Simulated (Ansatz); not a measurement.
Calculated with Ansatz (gas phase, PBE0-D4/def2-TZVP geometries, no zero-point term in ΔE). CBS: MP2 limit from def2 TZ/QZ plus the TZ coupled-cluster correction, frozen cores. Functionals use def2-TZVPP. B3LYP here is the variant with VWN-RPA as its local correlation; programs differ in this. For Se outer-core shells are correlated without core-valence functions, which leaves a few kJ/mol of doubt a bond. Scalar relativity is left out up to krypton. Each species was taken in one conformer, which may not be the lowest.

`O=C([SeH])O[SiH3]` + `[SiH3]OCS` → `[SiH3]OCS[SiH3]` + `O=C(O)[SeH]`  (ligand exchange at the Si–O bond)

CCSD(T)/CBS gives +24.5 kJ/mol.

Problem. Another level gave +28.4 kJ/mol. Which?
A. ωB97M-V/def2-TZVPP
B. PBE-D4/def2-TZVPP
C. PBE0/def2-TZVPP
D. B3LYP/def2-TZVPP

Solution. D. B3LYP 28.4, PBE0 15.0, PBE-D4 9.6, ωB97M-V 23.0 kJ/mol.

Largest T1 diagnostic among the species: 0.014.

The D4 term adds −4.3 kJ/mol with B3LYP and −2.5 kJ/mol with PBE0; it sums over pairs of atoms, weighted by their polarisabilities, and B3LYP, whose exchange is more repulsive, gets the larger term. In def2-TZVPP, CCSD(T) changes the Hartree–Fock value by −13.2 kJ/mol (the triples alone add −2.5 kJ/mol) and MP2 by −15.5 kJ/mol.
